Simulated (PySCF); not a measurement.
C8H11FO3.
Atom-mapped SMILES: `[CH3:1][C@@:2]1([O:3][CH:4]=[O:5])[CH2:6][C@:7]2([F:8])[CH2:9][CH2:10][C@H:11]1[O:12]2` (hydrogens: H13, H14, H15 on C1; H16 on C4; H17, H18 on C6; H19, H20 on C9; H21, H22 on C10; H23 on C11)

The calculation used PBE0-D3(BJ)/def2-SVP geometry optimisation, gas phase (PySCF 2.14.0).

Entries marked ? are missing. Bonds in one row agree within 0.01 Å.

```tsv
coordinate	value
C1–C2	1.516 Å
C2–O3	1.440 Å
O3–C4	1.329 Å
C4=O5	?
C2–C6	1.542 Å
C6–C7	1.530 Å
C7–F8	1.344 Å
C7–C9	1.529 Å
C9–C10	?
C10–C11	1.540 Å
C11–O12	1.418 Å
C2–C11	?
C7–O12	?
C1–H13, C1–H14, C1–H15	1.099 Å
C4–H16	1.111 Å
C6–H17	1.097 Å
C6–H18	1.098 Å
C9–H19	1.099 Å
C9–H20	1.098 Å
C10–H21	1.098 Å
C10–H22	1.097 Å
C11–H23	1.094 Å
C1–C2–O3	110.3°
C1–C2–C6	112.9°
C1–C2–C11	111.6°
O3–C2–C6	107.5°
O3–C2–C11	114.1°
C6–C2–C11	100.1°
C2–O3–C4	?
O3–C4–O5	?
C2–C6–C7	101.2°
C6–C7–F8	113.9°
C6–C7–C9	111.6°
C6–C7–O12	102.7°
F8–C7–C9	114.4°
F8–C7–O12	?
C9–C7–O12	103.1°
C7–C9–C10	100.4°
```

**Question.** Fill in the missing values.

**Answer.** 
- C4=O5 = 1.198 Å, drawn double (ester carbonyl carbon to ester carbonyl oxygen); 0.19 Å below the sum of covalent radii, 1.39 Å.
- C9–C10 = 1.540 Å, drawn single (both ends ring CH2 carbon); 0.02 Å above the sum of covalent radii, 1.52 Å.
- C2–C11 = 1.559 Å, drawn single (both ends sp3 carbon bound to oxygen); 0.04 Å above the sum of covalent radii, 1.52 Å.
- C7–O12 = 1.411 Å, drawn single (sp3 C–F carbon to cyclic ether oxygen); 0.01 Å below the sum of covalent radii, 1.42 Å.
- C2–O3–C4 = 119.2°, at the ester single-bonded oxygen; the outer atoms are 2.389 Å apart.
- O3–C4–O5 = 126.5°, at the ester carbonyl carbon; the outer atoms are 2.258 Å apart.
- F8–C7–O12 = 110.0°, at the sp3 C–F carbon; the outer atoms are 2.257 Å apart.

Radii are Cordero's, carbon taken as 0.76, 0.73 or 0.69 Å for four, three, and two or fewer neighbours.

No PBE0-D3(BJ)/def2-SVP frequencies stand behind this structure, so it isn't proved a minimum. The numbers are those of one conformer (C1–C2–O3–C4 -70°, C2–O3–C4–O5 -3°).
